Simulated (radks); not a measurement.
Values are calculated unless marked as measured or tabulated.
Cl I, configuration [Ne] 3s2 3p5. Level of theory: scalar-relativistic Kohn-Sham, PBE, spin-polarised, spherical densities, finite nucleus; open shells are filled with parallel spins first; Fermi nuclear charge, rms radius 3.3654 fm (a radial shooting solver on a logarithmic mesh with Libxc functionals).

Unscreened Slater integrals over Kohn-Sham orbitals (hartree). They are taken over the spin-up orbitals.

| integral | value |
|---|---|
| F0(3p,3p) | 0.49696 |
| F2(3p,3p) | 0.24556 |
| F0(3p,3s) | 0.53787 |
| G1(3p,3s) | 0.35009 |
| F0(3p,2p) | 0.68740 |
| F2(3p,2p) | 0.10917 |
| G0(3p,2p) | 0.042519 |
| G2(3p,2p) | 0.042432 |
| F0(3s,3s) | 0.58933 |
| F0(3s,2p) | 0.78820 |
| G1(3s,2p) | 0.056493 |
| F0(2p,2p) | 2.2542 |
| F2(2p,2p) | 1.0458 |

Derived for the open shells (J is the average intra-shell exchange parameter used in DFT+U). 3p: J = F2/5 = 0.04911 hartree.
